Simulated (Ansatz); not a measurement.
Consider the silylene loss: `CO[CH2][AlH][SiH3]` → `CO[CH2][AlH2]` + `[SiH2]`.

Calculated with Ansatz (gas phase, PBE0-D4/def2-TZVP geometries, no zero-point term in ΔE). CBS: MP2 limit from def2 TZ/QZ plus the TZ coupled-cluster correction, frozen cores. This one scheme is used for every species. DFT in def2-TZVPP. One conformer a species, not always the lowest.

CCSD(T)/CBS gives +239.2 kJ/mol.

Question: Another level gave +253.9 kJ/mol. Which?
A. r2SCAN-D4/def2-TZVPP
B. PBE0/def2-TZVPP
C. SCS-MP2/def2-TZVPP
D. MP2/def2-TZVPP

Answer: B. PBE0 253.9, SCS-MP2/def2-TZVPP 232.2, MP2/def2-TZVPP 245.7, r2SCAN-D4 266.0 kJ/mol.

Largest T1 diagnostic among the species: 0.014.

In def2-TZVPP, CCSD(T) changes the Hartree–Fock value by +28.3 kJ/mol (the triples alone add +6.6 kJ/mol) and MP2 by +39.8 kJ/mol. From PBE to PBE0 (25 % exact exchange), in def2-TZVPP and without D4, ΔE moves by +3.9 kJ/mol. The D4 term adds +14.1 kJ/mol with B3LYP and +8.0 kJ/mol with PBE0; it sums over pairs of atoms, weighted by their polarisabilities, and B3LYP, whose exchange is more repulsive, gets the larger term.

B3LYP here is the variant with VWN-RPA as its local correlation; programs differ in this.
